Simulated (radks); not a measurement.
Values are calculated unless marked as measured or tabulated.
Q: Mean orbital radii <r> (bohr) of neutral oxygen, [He] 2s2 2p4, of relativity; Dirac values are averaged over j with weights 2j + 1. Spin-unpolarised spherical Kohn-Sham, PBE, point nucleus unless stated (finite: rms radius 2.6991 fm), a radial shooting solver on a logarithmic mesh with Libxc functionals. A level marked "c x" has the speed of light scaled by that factor and shares open shells by 2j + 1; other Dirac levels either fill j = l - 1/2 first or share by 2j + 1.

shell  non-rel.
1s       0.1997
2s        1.141
2p        1.266

Give the values at the level "Dirac, 2j+1 shares".

A: 
shell  Dirac, 2j+1 shares  change of magnitude (%)
1s                 0.1995                    -0.10
2s                  1.139                    -0.11
2p                  1.266                    0.00
